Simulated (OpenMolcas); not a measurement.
# W2+: effect of the basis set

* Program: OpenMolcas
* Method: SS-RASPT2, IPEA 0.25 Eh, imaginary shift 0.1 Eh (closed shells correlated: 5s)
* Active space: 10 electrons in 8 orbitals (RAS1 5p, at most 2 holes; RAS2 5d)
* State averaging: 2S+1 = 5 even, 5 roots; 2S+1 = 3 even, 45 roots; 2S+1 = 1 even, 50 roots
* Spin-orbit coupling: state interaction with AMFI integrals over the reference wave functions, term energies averaged over their components

A. ANO-R2 [8s6p5d3f2g], X2C, finite nucleus; CASPT2 step roughly 80 core-seconds
B. ANO-RCC-VTZP [8s7p5d3f2g1h], DKH2, point nucleus; CASPT2 step roughly 110 core-seconds
C. ANO-RCC-VQZP [9s8p6d4f3g2h], DKH2, point nucleus; CASPT2 step about 4 core-minutes

Energies in cm⁻¹ above 5d⁴ ⁵D₀, the measured ground level; measured values from NIST levels as listed in McCann et al., Mon. Not. R. Astron. Soc. 538, 537 (2025).

```json
{"Level": "5d⁴ ⁵D₀ [67 %]", "A": "0.0", "B": "0.0", "C": "0.0", "Measured": "0.0"}
{"Level": "5d⁴ ⁵D₁", "A": "2470", "B": "2320", "C": "2520", "Measured": "2256"}
{"Level": "5d⁴ ⁵D₂", "A": "4870", "B": "4640", "C": "4940", "Measured": "4461"}
{"Level": "5d⁴ ⁵D₃", "A": "6880", "B": "6620", "C": "6930", "Measured": "6278"}
{"Level": "5d⁴ ⁵D₄", "A": "8440", "B": "8220", "C": "8460", "Measured": "7687"}
{"Level": "5d⁴ ³P₀(1) [58 %]", "A": "12340", "B": "12380", "C": "12270", "Measured": "9904"}
{"Level": "5d⁴ ³H₄ [59 %]", "A": "15140", "B": "15350", "C": "14930", "Measured": "13701"}
{"Level": "5d⁴ ³P₁(1)", "A": "16460", "B": "16530", "C": "16370", "Measured": "12881"}
{"Level": "5d⁴ ³F₂(1) [71 %]", "A": "17630", "B": "17870", "C": "17420", "Measured": ""}
{"Level": "5d⁴ ³G₃ [54 %]", "A": "17750", "B": "17970", "C": "17530", "Measured": ""}
{"Level": "5d⁴ ³H₅", "A": "18400", "B": "18580", "C": "18200", "Measured": ""}
{"Level": "5d⁴ ³H₆", "A": "19930", "B": "20130", "C": "19690", "Measured": ""}
{"Level": "5d⁴ ³P₂(1) [72 %]", "A": "21140", "B": "21260", "C": "21030", "Measured": ""}
{"Level": "5d⁴ ³F₃(1) [57 %]", "A": "23510", "B": "23660", "C": "23310", "Measured": ""}
{"Level": "5d⁴ ³D₃ [68 %]", "A": "25100", "B": "25350", "C": "24910", "Measured": ""}
{"Level": "5d⁴ ³G₅", "A": "26120", "B": "26250", "C": "25920", "Measured": ""}
{"Level": "5d⁴ ³D₁", "A": "27740", "B": "27920", "C": "27590", "Measured": ""}
{"Level": "5d⁴ ¹I₆", "A": "27830", "B": "28120", "C": "27510", "Measured": ""}
{"Level": "5d⁴ ¹G₄(1) [54 %]", "A": "31650", "B": "31780", "C": "31450", "Measured": ""}
{"Level": "5d⁴ ¹S₀(1)", "A": "32030", "B": "32170", "C": "31940", "Measured": ""}
{"Level": "5d⁴ ¹F₃ [71 %]", "A": "33340", "B": "33840", "C": "33090", "Measured": ""}
{"Level": "5d⁴ ³P₂(2)", "A": "36970", "B": "37540", "C": "36700", "Measured": ""}
{"Level": "5d⁴ ³F₄(2) [71 %]", "A": "39100", "B": "39550", "C": "38760", "Measured": ""}
{"Level": "5d⁴ ³F₂(2)", "A": "40520", "B": "40960", "C": "40220", "Measured": ""}
```

Deviations, from unrounded energies. A percentage is the sum of absolute deviations over the sum of measured energies, with the sign that they share, or ± where signs differ.

| Against measurement | Levels | A | B | C |
| --- | --- | --- | --- | --- |
| mean absolute deviation (cm-1) | 7 | 1300 | 1300 | 1300 |
| fine structure of the ground term (%) | 4 | +9.6 | +5.5 | +10.5 |
| other terms of the ground configuration (%) | 3 | +20.4 | +21.3 | +19.4 |

B, C lie about equally close to measurement and A furthest from it. The largest miss of B in the table is 5d⁴ ³P₁(1), by +3600 cm-1. The ranking rests on the paired levels alone, and a cruder setting can come out closer through cancelling errors.

The two smallest mean deviations differ by little beside CASPT2's spread within terms, so their order carries little weight.

Among A to C the level of the table that moves most is 5d⁴ ³P₂(2), by 840 cm-1 (lowest in C, highest in B). Moves below CASPT2's spread within the term are not significant.

Term energies are means over components that CASPT2 splits; among the terms shown or strongly mixed into the levels shown the widest spread is 1000 cm-1 (5d⁴ ¹G(2), B). Over all roots computed the reference weight is 0.90 to 0.96 in A, 0.90 to 0.96 in B, 0.90 to 0.95 in C; the roots of lowest weight are the least certain, and an intruder state may touch them. Some levels mix across a computed gap that differs much from the measured one, so their mixing is not that of the real levels. Active for correlation alone: 5p; no level in the range computed is led by a configuration that opens it, so any true level of that kind is missing. Some terms miss by over 15 % even with CASPT2, which points to a basis or an active space too small for the shells correlated. The CASPT2 spread within a term exceeds the gap to the next term for 5d⁴ ¹D(1) and 5d⁴ ¹G(1), so the order of their levels is uncertain (figures for A; the like holds for B, C). Measured partners are found by configuration, term and J. A level has none where our copy of the source lacks it or the pairing is in doubt (some pairs that miss far off the trend of their configuration count as doubtful), and it then counts in no deviation. Only configurations of the active space appear. Levels that lie high or do not pair safely by name in every column are left out.

A share in square brackets marks a mixed level and gives the weight of the term that names it, the lowest over the columns. A number in round brackets counts repeated terms of one configuration in the order of the reference energies.
